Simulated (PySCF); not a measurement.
C₅H₆O, SMILES C(C#C)(OC)=C.

The structure is a stationary point at B3LYP-D3(BJ)/def2-SVP. The values are those of a single conformer.

Two levels are set side by side: TDA-PBE/def2-SVPD (PySCF) and TDA-CAM-B3LYP/def2-SVPD (PySCF). Vertical, same geometry. The lowest singlet is HOMO→LUMO+1 100 % with PBE and HOMO→LUMO+2 84 % with the other functional; states are paired by order. Differences are taken from unrounded values.

```tsv
quantity	TDA-CAM-B3LYP	TDA-PBE	TDA-PBE minus TDA-CAM-B3LYP
lowest singlet excitation (eV)	5.58	4.81	-0.77
lowest triplet excitation (TDA) (eV)	3.14	3.04	-0.10
first bright state (f over 0.05) (eV)	5.68	5.17	-0.51
its oscillator strength	0.36	0.24	-0.11
```

A lower first singlet is the usual sign of a functional without exact exchange. Differences between two approximate levels are no errors against the true value.

Rough cost on one machine, each run with all the roots and properties that it gave: TDA-CAM-B3LYP against TDA-PBE about 5 times.
